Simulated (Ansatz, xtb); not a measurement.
# C3H5BrSi: 3 structures ranked

3 gas-phase structures of C3H5BrSi, from a drawn sample of its isomers (lower ones may exist). Each was relaxed with GFN2-xTB; where two conformers were screened, the lower at r2SCAN-D4/def2-SVP is listed:

A. `C#C[SiH2]CBr`, a singlet
B. `C#CC[SiH2]Br`, a singlet
C. `CC#C[SiH2]Br`, a singlet

**Question.** Estimate their order in r2SCAN-D4/def2-SVP energy at these geometries, lowest first.

**Answer.** Calculated order at r2SCAN-D4/def2-SVP: C (0.0), B (44.7), A (152.0) kJ/mol.

Energies above the lowest of each column, in kJ/mol; the last columns are at PBE-D3(BJ)/def2-SVP geometries:

```tsv
structure	GFN2-xTB	HF/STO-3G	r2SCAN-D4/def2-SVP	PBE-D3(BJ)/def2-SVP	CCSD(T)/def2-SVP + ΔMP2/def2-TZVPP
C	0.0	0.0	0.0	0.0	0.0
B	35.4	48.3	44.7	39.2	40.6
A	194.9	133.9	152.0	147.7	134.0
```

Every level run on C puts it lowest or level with the lowest. Flexible structures stand in one conformer each, not always the lowest. ΔMP2 is the change of the MP2 energy from the smaller to the larger basis.

Programs: Ansatz 0.2.0, xtb 6.7.1.
